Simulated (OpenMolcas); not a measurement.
# P⁺: from RASSCF to RASPT2

- Program: OpenMolcas 26.06
- Basis: ANO-RCC-VQZP [6s5p3d2f1g]
- Scalar Hamiltonian: DKH2, point nucleus
- Active space: 4 electrons in 9 orbitals (RAS2 3s 3p; RAS3 3d, at most 2 electrons)
- State averaging: 2S+1 = 3 even, 6 roots; 2S+1 = 1 even, 11 roots; 2S+1 = 5 odd, 1 root; 2S+1 = 3 odd, 8 roots; 2S+1 = 1 odd, 8 roots
- Spin-orbit coupling: state interaction with AMFI integrals over the reference wave functions, term energies averaged over their components

Methods on the same reference wave functions:
A. RASSCF
B. SS-RASPT2, IPEA 0.25 Eh, imaginary shift 0.1 Eh (closed shells correlated: 2s 2p)
C. MS-RASPT2, IPEA 0.25 Eh, imaginary shift 0.1 Eh (closed shells correlated: 2s 2p)

Energies in cm-1 above 3s2 3p2 3P0, the measured ground level; measured values from NIST Handbook of Basic Atomic Spectroscopic Data.

| Level | A | B | C | Measured |
| --- | --- | --- | --- | --- |
| 3s2 3p2 3P0 | 0.0 | 0.0 | 0.0 | 0.0 |
| 3s2 3p2 3P1 | 143 | 143 | 144 | 165 |
| 3s2 3p2 3P2 | 412 | 412 | 414 | 469 |
| 3s2 3p2 1D2 | 10470 | 8910 | 8890 | 8882 |
| 3s2 3p2 1S0 | 24251 | 21600 | 21650 | 21576 |
| 3s 3p3 5S* 2 | 39687 | 44330 | 44380 | 45697 |
| 3s 3p3 3D* 1 | 63432 | 64500 | 64550 | 65251 |
| 3s 3p3 3D* 2 | 63443 | 64510 | 64560 | 65272 |
| 3s 3p3 3D* 3 | 63465 | 64530 | 64580 | 65307 |
| 3s 3p3 3P* 2 | 76476 | 76260 | 76310 | 76764 |
| 3s 3p3 3P* 1 | 76506 | 76300 | 76340 | 76812 |
| 3s 3p3 3P* 0 | 76516 | 76310 | 76350 | 76823 |

Deviations, from unrounded energies. A percentage is the sum of absolute deviations over the sum of measured energies, with the sign that they share, or ± where signs differ.

| Against measurement | Levels | A | B | C |
| --- | --- | --- | --- | --- |
| mean absolute deviation (cm-1) | 11 | 1500 | 480 | 460 |
| fine structure of the ground term (%) | 2 | -12.6 | -12.4 | -11.9 |
| other terms of the ground configuration (%) | 2 | +14.0 | +0.2 | +0.3 |
| other configurations (%) | 7 | -2.6 | -1.1 | -1.0 |

C lies closest to measurement on these levels and A furthest from it. The largest miss of C in the table is 3s 3p3 5S* 2, by -1300 cm-1. The ranking rests on the paired levels alone, and a cruder setting can come out closer through cancelling errors.

Between B and C the level of the table that moves most is 3s 3p3 3D* 3, by 48 cm-1 (lowest in B, highest in C). Moves below CASPT2's spread within the term are not significant.

From A to B the spin-free energies of the other terms of 3s2 3p2 shown, above 3P, scale by factors of 0.85 to 0.89.

The lowest spin-free term lies below A's lowest term by 0.069 hartree in B, 0.069 hartree in C.

Term energies are means over components that CASPT2 splits; among the terms shown or strongly mixed into the levels shown the widest spread is 26 cm-1 (3s2 3p2 1D, C). Over all roots computed the reference weight is 0.94 to 0.99 in B, 0.94 to 0.99 in C; the roots of lowest weight are the least certain, and an intruder state may touch them. The run also gave levels led by 3s 3p2 3d, 3s2 3p 3d, which use shells meant for correlation; these and all levels above them are left out. Some terms mix strongly with configurations of 3d, whose occupation reaches 0.28 (3s 3p3 3D*, 3s 3p3 3P*). Without dynamic correlation excited terms often stand tens of per cent too high (terms of higher spin than the ground term too low), and those without a measured partner can miss by more than the paired ones (holds for A). Computed and measured levels are paired by configuration, term and J; levels that our copy of the source lacks, or whose pairing is in doubt (as where it misses far off the trend of its configuration), stay unpaired and out of the deviations. Only configurations of the active space appear. Levels that lie high or do not pair safely by name in every column are left out.

* marks odd parity.
